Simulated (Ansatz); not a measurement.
Mulliken charges of `BB1C=NC1` from B3LYP/def2-TZVPP in Ansatz (PBE0-D4/def2-TZVP geometry).

| atom | x (Å) | y (Å) | z (Å) | charge (e) |
| --- | --- | --- | --- | --- |
| B1 | -1.324 | 0.606 | -1.045 | -0.185 |
| B2 | -0.382 | -0.049 | 0.143 | -0.026 |
| C3 | 0.203 | -1.429 | 0.379 | 0.070 |
| N4 | 1.368 | -0.845 | 0.325 | -0.197 |
| C5 | 0.968 | 0.512 | 0.783 | -0.107 |
| H6 | -2.451 | 0.961 | -0.841 | 0.055 |
| H7 | -0.895 | 0.793 | -2.148 | 0.053 |
| H8 | 0.072 | -2.493 | 0.206 | 0.123 |
| H9 | 0.990 | 0.565 | 1.868 | 0.121 |
| H10 | 1.533 | 1.328 | 0.333 | 0.095 |

Task: By hand: the dipole of these point charges (1 e Å = 4.8032 D).

Result: Σ q r = (-0.012, -0.116, 0.191) e Å, of length 0.224 e Å = 1.08 D.

Task: How does the dipole of the full density compare? (Estimate.)

Result: The calculation gave: (-0.186, 0.001, 0.140) e Å, 1.12 D; the point charges give 0.96 times that, at 56° from its direction.

Point charges leave out the atoms' own dipoles, such as those of lone pairs, and Mulliken's split depends on the basis, so the two needn't agree.

B3LYP here is the variant with VWN-RPA as its local correlation; programs differ in this.
